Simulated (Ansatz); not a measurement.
Computed with Ansatz on PBE0-D4/def2-TZVP structures; ΔE is electronic, products minus reactants. CCSD(T)/CBS adds triple-zeta CCSD(T) − MP2 to the extrapolated MP2 energy (def2 sets, frozen cores). DFT in def2-TZVPP. B3LYP here is the variant with VWN-RPA as its local correlation; programs differ in this. One conformer a species, not always the lowest.

`CN[SiH2]C=O` → `N[Si]1(O)CC1`  (isomerisation)

Task: Is it downhill or uphill in electronic energy at CCSD(T)/CBS, and by how much? (Best estimate.)

Result: The calculation gave: Downhill: ΔE = -41.4 kcal/mol.

Task: What do these levels give: B3LYP-D4, PBE0, HF/def2-TZVPP, SCS-MP2/def2-TZVPP, MP2/def2-QZVPP, HF/CBS(def2)? (Best estimate.)

Result: Computed: B3LYP-D4 -36.1, PBE0 -41.5, HF/def2-TZVPP -32.7, SCS-MP2/def2-TZVPP -39.2, MP2/def2-QZVPP -45.4, HF/CBS(def2) -32.8 kcal/mol.

Largest T1 diagnostic among the species: 0.013.

From PBE to PBE0 (25 % exact exchange), in def2-TZVPP and without D4, ΔE moves by −3.4 kcal/mol. In def2-TZVPP, CCSD(T) changes the Hartree–Fock value by −6.8 kcal/mol (the triples alone add +0.0 kcal/mol) and MP2 by −11.6 kcal/mol.
